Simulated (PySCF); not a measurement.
Al(Me)(H) (CH4Al), SMILES [AlH][CH3], multiplicity 2. Atoms are numbered in the order given.

```xyz
6

Al     0.1389     0.7785     0.0000
C     -0.0431    -1.1780     0.0000
H     -0.6181    -1.4876     0.8809
H     -0.6181    -1.4876    -0.8809
H      0.9032    -1.7212     0.0000
H     -1.2133     1.6440     0.0000
```
Charge 0, spin multiplicity 2.

The structure is a stationary point at ωB97X-D3(BJ)/def2-TZVP. The multiplicity is an assumed one; other spin states were not compared. The isomer is the one that the SMILES or the coordinates give; other isomers of the formula were not compared.

These are PBE/pcH-1 (PySCF) values and carry that method's errors.

Unrestricted Kohn–Sham, ⟨S²⟩ = 0.751. Hyperfine tensors hold the contact and dipolar terms, without spin-orbit corrections.

Estimate the hyperfine couplings. (Estimate from the structure and the level; the computed values follow.)


```json
[
 {"nucleus": "27Al no. 1", "A(iso) (MHz)": "639.3", "A(iso) (G)": "228.1", "dipolar principal values (MHz)": "-57.2, -56.8, 114.0"},
 {"nucleus": "13C no. 2", "A(iso) (MHz)": "66.0", "A(iso) (G)": "23.6", "dipolar principal values (MHz)": "-8.8, -7.6, 16.4"},
 {"nucleus": "1H no. 3", "A(iso) (MHz)": "10.2", "A(iso) (G)": "3.6", "dipolar principal values (MHz)": "-4.6, -0.4, 5.0"},
 {"nucleus": "1H no. 4", "A(iso) (MHz)": "10.2", "A(iso) (G)": "3.6", "dipolar principal values (MHz)": "-4.6, -0.4, 5.0"},
 {"nucleus": "1H no. 5", "A(iso) (MHz)": "0.1", "A(iso) (G)": "0.1", "dipolar principal values (MHz)": "-5.5, -2.7, 8.2"},
 {"nucleus": "1H no. 6", "A(iso) (MHz)": "162.7", "A(iso) (G)": "58.0", "dipolar principal values (MHz)": "-4.6, 0.0, 4.6"}
]
```

And the g tensor (effective nuclear charges for spin-orbit coupling, GIAO)? (Estimate from the structure and the level; the computed values follow.)

principal values 1.9930, 2.0021, 2.0033; isotropic 1.9995.
